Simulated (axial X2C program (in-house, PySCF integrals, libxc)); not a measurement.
## Nuclear properties of OTiO

Computed with an axial X2C code built on PySCF integrals: two-component X2C with atomic mean-field Coulomb and Gaunt terms, Gaussian nuclei, basis O dyall-av3z, Ti dyall-v3z with contracted cores.

O–Ti–O held linear, with bonds 1.691 and 1.691 Å (near the PBE0 minimum at charge 0 of the determinant lowest at the starting distance; the state shown can have its own minimum elsewhere, held linear; other orders of the atoms were not compared).

Determinant lowest in the PBE0 search, Ω = 0 (closed shell), highest spinor 86% O p, 8% Ti p, 4% Ti f:

```
level  qzz O (a.u.)  qzz Ti (a.u.)
 PBE0         -1.18          -5.33
   HF         -1.36          -5.07
  PBE         -1.11          -5.46
```

qzz is the electric field gradient, eQq0 = 234.96 MHz × Q/barn × qzz. The operators were transformed with the bare-nucleus X2C matrices; with these basis sets, hyperfine constants and field gradients can be off by tens of per cent, and where levels differ in sign neither size nor sign is settled.

(1) With Q(17O) = -0.02558 barn, Q(47Ti) = 0.302 barn (Q from Pyykkö, Mol. Phys. 2018), turn the PBE0 values of the first state into constants in MHz.

The molecule was held linear; bending was not examined, so a bent shape may lie lower.

Each state is one determinant with collinear spin. At HF a later determinant lies lower. The search compared states at one distance, so a state with another bond length can lie lower. Further determinants of the search, some of them spin-mixed, are not shown.

Results:

(1) eQq0(17O) = 234.96 × (-0.02558) × (-1.18) = 7.09 MHz; eQq0(47Ti) = 234.96 × (0.302) × (-5.33) = -378 MHz.
